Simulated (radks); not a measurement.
Initial-state core-level shifts of neutral lutetium when its valence configuration changes from [Xe] 4f14 5d1 6s2. Calculated with a radial shooting solver on a logarithmic mesh with Libxc functionals: scalar-relativistic Kohn-Sham, BLYP, spin-polarised, spherical densities, point nucleus; open shells are filled with parallel spins first (spin-orbit coupling, left out, can overturn this in heavy ions). Shifts are changes of the shell-averaged eigenvalues in eV (positive: less bound).

valence,2p,3d,4d,5p
4f12 5d3 6s2,-16.442,-18.444,-16.494,-5.944
4f13 5d1 6s2 6p1,-11.401,-12.276,-11.498,-6.443
4f12 5d3.5 6s1.5,-15.346,-17.356,-15.403,-4.921
4f14 5d1 6s1.5 6p0.5,-0.687,-0.684,-0.688,-0.685
4f14 5d1 6s1 6p1,-1.295,-1.290,-1.298,-1.291
4f12 5d1 6s2 6p2,-24.412,-26.339,-24.384,-13.252
4f13.5 5d1.5 6s2,-3.842,-4.268,-3.914,-1.576
4f14 5d1.5 6s1.5,+0.620,+0.613,+0.624,+0.617
4f13 5d2 6s1 6p1,-9.150,-10.053,-9.262,-4.348
